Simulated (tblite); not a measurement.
C10H14S.
Numbering: `[CH3:1][C:2]([CH3:3])([CH3:4])[S:5][c:6]1[cH:7][cH:8][cH:9][cH:10][cH:11]1` (hydrogens: H12, H13, H14 on C1; H15, H16, H17 on C3; H18, H19, H20 on C4; H21 on C7; H22 on C8; H23 on C9; H24 on C10; H25 on C11)

Cartesian coordinates in Å at the GFN2-xTB level; atoms count from 1:
```xyz
25
C10H14S angstrom
C     -1.696    1.131   -0.237
C     -1.666   -0.279    0.333
C     -1.380   -1.307   -0.751
C     -2.970   -0.599    1.055
S     -0.355   -0.390    1.658
C      1.120   -0.004    0.729
C      1.850   -1.025    0.141
C      2.994   -0.723   -0.576
C      3.412    0.592   -0.697
C      2.691    1.607   -0.091
C      1.546    1.312    0.627
H     -0.767    1.361   -0.755
H     -2.516    1.222   -0.948
H     -1.844    1.860    0.557
H     -1.309   -2.304   -0.321
H     -0.449   -1.081   -1.268
H     -2.187   -1.305   -1.483
H     -3.147    0.118    1.854
H     -3.803   -0.557    0.356
H     -2.928   -1.594    1.492
H      1.523   -2.048    0.251
H      3.562   -1.517   -1.039
H      4.305    0.825   -1.259
H      3.021    2.632   -0.175
H      0.983    2.094    1.114
```

Computed with GFN2-xTB (tblite): harmonic, unscaled wavenumbers at the GFN2-xTB geometry, gas phase. This tight-binding method is rough: wavenumbers can miss measured ones by several per cent, in bad cases by 10 to 20. One conformer, not necessarily the lowest.

Harmonic wavenumbers (cm⁻¹): 34.4, 62.3, 76.1, 191.5, 211.5, 223.4, 243.6, 252.2, 259.1, 299.3, 355.1, 374.3, 388.4, 390.9, 424.1, 477.3, 585.9, 589.3, 657.7, 691.9, 750.0, 848.0, 878.3, 905.6, 930.0, 932.3, 961.4, 964.4, 966.8, 968.6, 1031.3, 1032.8, 1079.0, 1111.4, 1112.8, 1174.5, 1180.0, 1192.3, 1240.6, 1243.6, 1271.1, 1315.3, 1402.8, 1403.1, 1423.4, 1427.9, 1450.5, 1478.5, 1489.5, 1490.3, 1496.1, 1497.0, 1509.2, 1583.7, 1584.7, 3010.1, 3012.8, 3021.1, 3023.1, 3029.1, 3032.5, 3034.0, 3037.7, 3041.1, 3076.1, 3080.1, 3089.7, 3095.0, 3098.1.

A = 2025, B = 603.4, C = 578.4 MHz; mass 166.082 u (most abundant isotopes); point group Cs, symmetry number 1.

Question: Zero-point energy?

Answer: Half the sum of the wavenumbers: 45898 cm⁻¹ = 131.23 kcal/mol.

Question: What is S at 350 K and 1 bar for an ideal gas of classical rigid rotors and harmonic oscillators?

Answer: Translation 42.05, rotation 30.98, vibration 43.22: S = 116.2 cal/(mol K).

Question: And Cp and H(350 K) − H(0)?

Answer: Cp = 54.81 cal/(mol K), of which vibrations give 46.86 (their classical limit is 69 R = 137.1); H(350 K) − H(0) = 10.84 kcal/mol without the zero-point energy, 8.06 from vibrations.

Question: Which modes carry the vibrational entropy at 350 K?

Answer: 34.4 cm⁻¹: 5.88; 62.3 cm⁻¹: 4.70; 76.1 cm⁻¹: 4.30; 191.5 cm⁻¹: 2.51; 211.5 cm⁻¹: 2.33; 223.4 cm⁻¹: 2.22 cal/(mol K); the other 63 give 21.27 together.

Question: How do the functions run with temperature in this model?

Answer: 
| T (K) | S (cal/(mol K)) | Cp (cal/(mol K)) | H − H(0) (kcal/mol) | G − H(0) (kcal/mol) | ln q(vib) |
| --- | --- | --- | --- | --- | --- |
| 100 | 73.1 | 20.6 | 1.37 | -5.94 | 2.15 |
| 200 | 91.8 | 34.5 | 4.15 | -14.21 | 5.24 |
| 300 | 108.3 | 48.0 | 8.27 | -24.23 | 8.50 |
| 500 | 138.9 | 72.8 | 20.47 | -49.00 | 15.14 |
| 800 | 179.0 | 97.1 | 46.30 | -96.87 | 24.88 |
| 1000 | 201.8 | 107.7 | 66.83 | -135.00 | 30.98 |

q(vib) and H(0) count from the zero-point level.

Question: Blend soft modes into free rotors: weight 1/[1 + (100 cm⁻¹/ν̃)⁴] for the oscillator and the rest for a rotor with moment μB/(μ + B), μ = h/(8π²ν), B = 10⁻⁴⁴ kg m². What vibrational entropy results?

Answer: 39.63 cal/(mol K) in place of 43.22, which changes −T·S at 350 K by +1.26 kcal/mol.

Hindered rotation and anharmonicity are outside this model. Other conformers, if any are populated, would add a mixing term that is left out.

Time: 1.1 s wall, 2.2 s CPU. Hardware: an Intel Xeon 6975P-C with 2 threads, no GPU (shared host). This covers the Hessian and the dipole derivatives.
